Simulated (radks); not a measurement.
Pd6+, configuration [Ar] 3d10 4s1 4p6 4d5 (not the ground configuration). Calculated with a radial shooting solver on a logarithmic mesh with Libxc functionals: scalar-relativistic Kohn-Sham, BLYP, spin-polarised, spherical densities, finite nucleus; open shells are filled with parallel spins first (spin-orbit coupling, left out, can overturn this in heavy ions); Fermi nuclear charge, rms radius 4.5318 fm. Some entries of the table are withheld. Estimate them.

orbital,occ.,eigenvalue (eV),<r> (bohr),<1/r> (bohr^-1)
1s up,1,-24274.76,0.03185,48.24
1s down,1,-24274.45,0.03185,48.24
2s up,1,-3634.380,0.1383,10.94
2s down,1,-3632.918,0.1383,10.94
2p up,3,-3269.653,0.1206,10.58
2p down,3,-3268.480,0.1206,10.58
3s up,1,-739.7287,0.3791,3.830
3s down,1,-738.7498,0.3790,3.829
3p up,3,-619.9355,0.3784,3.649
3p down,3,-618.8541,0.3782,3.649
3d up,5,-429.8078,0.3570,3.424
3d down,5,-428.3305,0.3566,3.425
4s up,1,-184.8313,0.9145,1.507
4s down,0,-178.4625,0.9144,1.511
4p up,3,-148.9195,(1),1.380
4p down,3,-142.5784,(2),1.378
4d up,5,(3),1.147,(4)
4d down,0,(5),1.169,(6)

Answer. 
(1) 4p up <r> (bohr): 0.9818
(2) 4p down <r> (bohr): 0.9853
(3) 4d up eigenvalue (eV): -95.3048
(4) 4d up <1/r> (bohr^-1): 1.145
(5) 4d down eigenvalue (eV): -89.4806
(6) 4d down <1/r> (bohr^-1): 1.127
